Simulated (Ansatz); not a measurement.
Isolated molecules relaxed with PBE0-D4/def2-TZVP in Ansatz; ΔE leaves out vibrations. CBS: MP2 limit from def2 TZ/QZ plus the TZ coupled-cluster correction, frozen cores. DFT in def2-TZVPP. B3LYP here is the variant with VWN-RPA as its local correlation; programs differ in this. Each species was taken in one conformer, which may not be the lowest.

Reaction (formal exchange of groups at the Si–H bond): `F[SiH]1C=N1` + `NC1NCO1` → `N[Si]1(F)C=N1` + `C1NCO1`

```json
{"level": "PBE0-D4", "ΔE (kJ/mol)": "-80.5", "difference from CCSD(T)/CBS": "6.9"}
{"level": "B3LYP-D4", "ΔE (kJ/mol)": "-84.0", "difference from CCSD(T)/CBS": "3.4"}
{"level": "ωB97M-V", "ΔE (kJ/mol)": "-85.3", "difference from CCSD(T)/CBS": "2.1"}
{"level": "B2PLYP", "ΔE (kJ/mol)": "-85.3", "difference from CCSD(T)/CBS": "2.1"}
{"level": "PBE", "ΔE (kJ/mol)": "-70.4", "difference from CCSD(T)/CBS": "17.0"}
{"level": "r2SCAN", "ΔE (kJ/mol)": "-81.4", "difference from CCSD(T)/CBS": "6.0"}
{"level": "PBE0", "ΔE (kJ/mol)": "-80.2", "difference from CCSD(T)/CBS": "7.2"}
{"level": "B3LYP", "ΔE (kJ/mol)": "-83.4", "difference from CCSD(T)/CBS": "4.0"}
{"level": "HF/def2-TZVPP", "ΔE (kJ/mol)": "-101.5", "difference from CCSD(T)/CBS": "-14.1"}
{"level": "MP2/def2-TZVPP", "ΔE (kJ/mol)": "-87.3", "difference from CCSD(T)/CBS": "0.1"}
{"level": "SCS-MP2/def2-TZVPP", "ΔE (kJ/mol)": "-89.0", "difference from CCSD(T)/CBS": "-1.6"}
{"level": "CCSD/def2-TZVPP", "ΔE (kJ/mol)": "-89.0", "difference from CCSD(T)/CBS": "-1.6"}
{"level": "CCSD(T)/def2-TZVPP", "ΔE (kJ/mol)": "-84.7", "difference from CCSD(T)/CBS": "2.7"}
{"level": "HF/def2-QZVPP", "ΔE (kJ/mol)": "-102.2", "difference from CCSD(T)/CBS": "-14.8"}
{"level": "HF/CBS(def2)", "ΔE (kJ/mol)": "-102.3", "difference from CCSD(T)/CBS": "-14.9"}
{"level": "CCSD/CBS(def2)", "ΔE (kJ/mol)": "-91.8", "difference from CCSD(T)/CBS": "-4.4"}
{"level": "CCSD(T)/CBS", "ΔE (kJ/mol)": "-87.4", "difference from CCSD(T)/CBS": "0"}
```

Largest T1 diagnostic among the species: 0.014.

From PBE to PBE0 (25 % exact exchange), in def2-TZVPP and without D4, ΔE moves by −9.8 kJ/mol. In def2-TZVPP, CCSD(T) changes the Hartree–Fock value by +16.8 kJ/mol (the triples alone add +4.4 kJ/mol) and MP2 by +14.1 kJ/mol.
